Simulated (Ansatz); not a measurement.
Ge10H14, a cluster with a defect cut from the lattice of germanium (two caps of one atom removed) was relaxed with PBE-D4 (def2-SVP) in Ansatz in these states: neutral singlet, neutral triplet. The geometries follow in no particular order.

A:

```tsv
atom	x (Å)	y (Å)	z (Å)
Ge1	-2.711	0.545	-0.275
Ge2	0.838	2.040	-1.357
Ge3	-0.028	1.269	2.473
Ge4	-1.128	-2.731	1.824
Ge5	2.514	-1.027	0.593
Ge6	-0.169	-1.750	-2.152
Ge7	-0.915	2.081	0.346
Ge8	-1.858	-1.767	-0.356
Ge9	1.668	-0.250	-1.563
Ge10	0.689	-1.080	2.250
H11	-3.308	0.900	-1.671
H12	-3.863	0.646	0.769
H13	0.268	2.527	-2.722
H14	2.000	2.996	-0.952
H15	-1.130	1.381	3.570
H16	1.193	2.117	2.943
H17	3.645	-0.098	1.132
H18	3.116	-2.455	0.428
H19	-0.862	-1.311	-3.478
H20	0.387	-3.190	-2.366
H21	-1.481	3.526	0.517
H22	-3.046	-2.618	-0.924
H23	2.793	-0.331	-2.642
H24	1.387	-1.421	3.612
```

B:

```tsv
atom	x (Å)	y (Å)	z (Å)
Ge1	0.209	-2.739	0.852
Ge2	1.976	-0.031	-1.481
Ge3	-1.902	-0.794	-2.005
Ge4	-2.438	0.038	1.826
Ge5	-0.704	2.746	-0.481
Ge6	1.406	0.802	2.377
Ge7	0.258	-1.773	-1.397
Ge8	-0.297	-0.966	2.478
Ge9	1.449	1.746	0.118
Ge10	-2.442	1.009	-0.426
H11	1.600	-3.372	1.168
H12	-0.866	-3.860	0.940
H13	3.366	-0.647	-1.143
H14	2.054	0.562	-2.919
H15	-3.019	-1.877	-1.974
H16	-1.816	-0.226	-3.456
H17	-0.604	3.358	-1.913
H18	-1.068	3.889	0.511
H19	2.811	0.211	2.711
H20	1.083	1.908	3.422
H21	0.615	-2.895	-2.424
H22	-0.390	-1.555	3.919
H23	2.557	2.844	0.047
H24	-3.839	1.622	-0.751
```

Problem. Judge from the bond lengths which geometry belongs to which state (an estimate).

Solution. A is the neutral singlet (Ge4–Ge10 2.493 Å, Ge4–Ge8 2.493 Å, Ge8–H22 1.569 Å); B is the neutral triplet (Ge4–Ge10 2.453 Å, Ge4–Ge8 2.453 Å, Ge8–H22 1.559 Å).
